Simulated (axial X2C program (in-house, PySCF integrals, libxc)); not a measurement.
## RbC⁻: cheaper levels and CCSD(T), two-component

Calculated with an in-house relativistic program for diatomic molecules. Two-component (2c) means X2C with spin–orbit coupling and atomic mean-field two-electron Coulomb and Gaunt terms. Basis: Rb dyall-acv3z [13s14p9d4f1g], C dyall-av3z [8s7p3d2f] (cores contracted in-house); Gaussian nuclei, density fitting, unrestricted open shells. Masses: Rb 84.912 u, C 12.000 u.

State: Ω = 1 (⟨Sz⟩ = 1.00, ⟨Lz⟩ = 0.00 at HF); fragments Rb + C-.

| level | Re (Å) | ωe (cm⁻¹) | De (eV) |
| --- | --- | --- | --- |
| PBE0 | 2.771 | 251.9 | 1.36 |
| HF | 2.844 | 252.8 | 1.40 |
| CCSD | 2.807 | 253.1 | 1.33 |
| BLYP | 2.838 | 224.4 | 1.18 |

Correlated methods: 14 electrons correlated (number of frozen shells: Rb 3 s, 2 p, 1 d; C 1 s), 282 virtual spin orbitals or spinors in MP2, 90 natural virtuals in coupled cluster.

CCSD(T), same Hamiltonian and basis:

Re = 2.803 Å, ωe = 253.1 cm⁻¹, De = 1.29 eV; T1 = 0.011 (Lee–Taylor normalisation).

(1) Give the differences from CCSD(T) in the columns below.

Occupations by symmetry block were frozen at the best pattern of an incomplete PBE0 search. De is counted from the lowest determinant-based energies of the atoms at the same level, without counterpoise correction. Density functionals use the spin component along the axis (collinear). CCSD and (T) use frozen natural virtuals with an MP2 correction for the truncation; (T) itself is uncorrected, so its De runs slightly low. PBE0 can misorder states that lie within some tenths of an eV, so this need not be the ground state of the molecule. The nearest other 2c determinant of the search, Ω = 2, lies 0.03 eV up at the distance of the search. Without a current term, density functionals place determinants with orbital angular momentum somewhat too high. With several unpaired electrons one determinant need not be a pure state. Open-shell Ω = 0 determinants with evenly filled partner blocks cannot be reached by this program, so the Ω shown need not be the lowest component. This is the Ω = 1 component of a π² triplet; the 0⁺ component is not one determinant and can lie lowest. The highest occupied level of some functionals is positive through self-interaction error; at Hartree–Fock it is bound. The determinant is spin-polarised beyond a pure state at some levels (its spin-free form has ⟨S²⟩ too high), which makes Re and μ there less reliable. Hartree–Fock gets electron affinities wrong, so its lowest charge split need not be the true one.

Answers

(1) 

```csv
level,ΔRe (Å),Δωe (cm⁻¹),ΔDe (eV)
PBE0,-0.032,-1.2,0.07
HF,0.041,-0.3,0.11
CCSD,0.004,0.0,0.04
BLYP,0.035,-28.7,-0.11
```
